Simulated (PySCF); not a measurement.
**Radial density of F⁺ (fluorine, charge +1)**

UHF, [He] 2s2 2p4, high-spin 3P determinant. Computed with PySCF 2.14 in def2-TZVP, with no relativity, point nucleus.

```csv
r (bohr),4πr²ρ (e/bohr),4πr²(ρα − ρβ)
0.00240,0.03127,0.0000
0.00404,0.08616,0.0000
0.00680,0.2314,0.0001
0.0114,0.6031,0.0002
0.0192,1.482,0.0006
0.0324,3.319,0.0021
0.0545,6.333,0.0087
0.0916,9.302,0.0407
0.154,8.965,0.1750
0.259,5.120,0.6291
0.436,4.373,1.5304
0.733,5.937,1.9816
1.23,3.282,1.0139
2.07,0.4741,0.1317
3.49,0.01247,0.0023
```
